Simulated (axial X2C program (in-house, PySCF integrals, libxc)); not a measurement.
Results of a calculation; reference values are marked as such.
## TiH: input and output of an EOM-EA-CCSD run

Program: an in-house all-electron X2C program for linear molecules (integrals from PySCF).

Input and command:
```json
{"zs": [22, 1], "q": 0, "bas": ["dyall-acv3z", "dyall-av3z"], "r0": 1.68, "eom": "ea", "thr": -2.0, "nmax": 92, "grid": [1, 0.96, 1.045, 0.92, 1.09, 1.15]}
```
```bash
python soeom.py task.json out
```

Keys: zs atomic numbers; q charge; bas basis sets; r0 starting distance in Å; eom kind of EOM run; thr threshold in hartree for freezing inner shells (an s shell follows its p shell); nmax most natural virtual spinors; grid distances as factors.

Output at R = 1.753 Å (near the PBE0 minimum at charge 0 of the determinant lowest at the starting distance; the state shown can have its own minimum elsewhere), reference TiH⁺:

```
two-component X2C + atomic mean field  HF
basis functions 151  fitting functions 823  grid points 5072
iter        total energy     max residual
   1       -852.822998231     2.02e-01
   2       -852.838824478     8.55e-03
   3       -852.841320147     6.06e-03
   4       -852.841940006     3.10e-03
   5       -852.842311271     8.75e-04
   6       -852.842364244     3.13e-04
   7       -852.842370716     2.94e-04
   8       -852.842374329     2.80e-04
   9       -852.842377678     2.71e-04
  10       -852.842383157     2.61e-04
  11       -852.842388546     2.57e-04
  12       -852.842378920     2.59e-04
  13       -852.842320074     2.58e-04
  14       -852.842319611     2.57e-04
  15       -852.841599616     3.65e-03
  16       -852.842014477     1.42e-03
  17       -852.842016779     1.11e-03
  18       -852.841759046     2.08e-03
  19       -852.842255705     2.30e-03
  20       -852.842105792     1.10e-03
  21       -852.841816464     2.73e-03
  22       -852.841897206     2.26e-03
  23       -852.822998231     1.92e-01
  24       -852.838854394     1.12e-02
  25       -852.841717400     3.04e-02
  26       -852.842260887     6.17e-03
  27       -852.842353235     1.72e-03
  28       -852.842366284     1.15e-03
  29       -852.842371649     2.58e-04
  30       -852.842376746     7.06e-04
  31       -852.842389890     1.95e-03
  32       -852.842419335     3.53e-03
  33       -852.842488239     5.69e-03
  34       -852.842568357     6.79e-03
  35       -852.842662071     4.50e-03
  36       -852.842758439     9.18e-04
  37       -852.842762120     5.55e-04
  38       -852.842765027     1.65e-04
  39       -852.842765538     7.46e-05
  40       -852.842765665     5.22e-05
  41       -852.842765686     2.02e-05
  42       -852.842765688     4.15e-06
  43       -852.842765689     4.54e-07
converged
one-electron -1176.17713038  Coulomb 358.43835440  exact exchange -41.55290066  xc functional 0.00000000  nuclear repulsion 6.64112872  atomic mean-field constant -0.19221777
correlated 12  virtual 250  natural virtual 92  E(MP2) -0.371724571  MP2 remainder -0.055364364
iter   CCSD correlation   residual
   1     -0.338502094   1.31e-01
   2     -0.349663810   8.01e-02
   3     -0.354600252   5.67e-02
   4     -0.357274735   3.95e-02
   5     -0.358794937   2.05e-02
   6     -0.359414785   1.26e-02
   7     -0.359600065   7.69e-03
   8     -0.359741524   5.04e-03
   9     -0.359755220   3.17e-03
  10     -0.359813228   1.75e-03
  11     -0.359809595   9.30e-04
  12     -0.359819523   6.52e-04
  13     -0.359823137   5.13e-04
  14     -0.359826469   4.06e-04
  15     -0.359829802   3.17e-04
  16     -0.359831370   2.73e-04
  17     -0.359835041   2.39e-04
  18     -0.359837835   2.07e-04
  19     -0.359840024   1.76e-04
  20     -0.359842317   1.37e-04
  21     -0.359843283   9.04e-05
  22     -0.359844051   6.02e-05
  23     -0.359844006   4.21e-05
  24     -0.359843665   3.02e-05
  25     -0.359843388   1.97e-05
  26     -0.359843326   1.20e-05
  27     -0.359843435   7.50e-06
  28     -0.359843508   4.29e-06
  29     -0.359843537   2.31e-06
  30     -0.359843532   1.32e-06
(T) -0.017151604  T1 0.0371  D1 0.0776  max T2 0.124
EOM-EA-CCSD roots
2*Omega      energy/Eh   energy/eV  one-particle weight
    1      -0.23302661     -6.3410      0.953
    1      -0.16878230     -4.5928      0.859
    1      -0.15582680     -4.2403      0.925
    1      -0.14188912     -3.8610      0.014
    1      -0.13488613     -3.6704      0.032
    3      -0.20494228     -5.5768      0.769
    3      -0.17639237     -4.7999      0.675
    3      -0.16557593     -4.5056      0.083
    3      -0.15319050     -4.1685      0.588
    5      -0.19328581     -5.2596      0.808
    5      -0.16029825     -4.3619      0.001
    7      -0.13016683     -3.5420      0.000
```
T1 in the output is the amplitude norm over the root of the electron number; divide by √2 for the Lee–Taylor value.

Reference electrons by ω block (each with its −ω partner): 1/2: 9, 3/2: 2. Root energies count from the CCSD energy of the reference. The reference has large amplitudes (orbital relaxation or multireference character). Roots of positive energy are unbound. The reference need not be the lowest state of its species. All roots sought are printed; those with a small one-particle weight need a further excitation, are placed far too high, and may in truth lie low or lowest. Inner shells are frozen, and levels at this size can be off by some tenths of an eV.
